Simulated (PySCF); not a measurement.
# Trend along the alkaline earths: MSe molecules

HF with double-zeta basis sets in PySCF, for the lowest determinant that a PBE0 search found; no spin–orbit coupling. De refers to high-spin ground-configuration atoms. A positive dipole means M(−)Se(+).

```
 M                       basis  reference  state (unpaired electrons)  Re (Å)  ωe (cm⁻¹)  De (eV)   μ (D)
Be                    def2-SVP        RHF      singlet (closed shell)   1.866        895     1.23   -5.83
Mg  aug-cc-pVDZ/aug-cc-pVDZ-PP        RHF      singlet (closed shell)   2.272        424     0.20   -8.89
Ca                  x2c-SVPall        RHF      singlet (closed shell)   2.477        368     1.02  -12.36
Sr                    def2-SVP        RHF      singlet (closed shell)   2.625        283     1.32  -13.48
```

The shortest bond is that of BeSe (1.866 Å), the longest that of SrSe (2.625 Å).

The rows differ in basis set, which adds steps of its own.

Down a group the atoms grow and get heavier, so bonds lengthen and wavenumbers fall; this series shows no clear exception.

Where the molecule has an RHF reference, its open-shell atoms are computed with UHF. Hartree–Fock leaves out correlation, which carries a large part of most bond energies and some tenths to 1 eV of ionisation energies.
